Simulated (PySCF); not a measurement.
All values below come from PBE-D3(BJ)/def2-TZVP // CAM-B3LYP-D3(BJ)/def2-TZVP in PySCF. All species are isolated molecules in the gas phase. One relaxed conformer stands for a flexible species; it need not be the lowest. Excitations are Tamm–Dancoff values on a coarser integration grid. The basis has no diffuse functions, so Rydberg states are missing or too high.

Reference species (SMILES): `[OH][In]([OH])[SH]` (neutral, multiplicity 1).

```
Item               Result
---------------  --------
S1–T1 gap (TDA)   0.31 eV
HOMO–LUMO gap     3.87 eV
LUMO             -2.69 eV
```

Changed species: `[SH][In]([SH])[SH]` (3 of 3 OH replaced by SH; the reference has 1 of 3 OH replaced by SH).

**Question.** Give the shifts of the S1–T1 gap (TDA), HOMO–LUMO gap and LUMO.

**Answer.** the S1–T1 gap (TDA) falls by 0.05 eV, to 0.26 eV; the HOMO–LUMO gap drops by 0.05 eV, to 3.82 eV; the LUMO rises by 0.12 eV, to -2.57 eV.
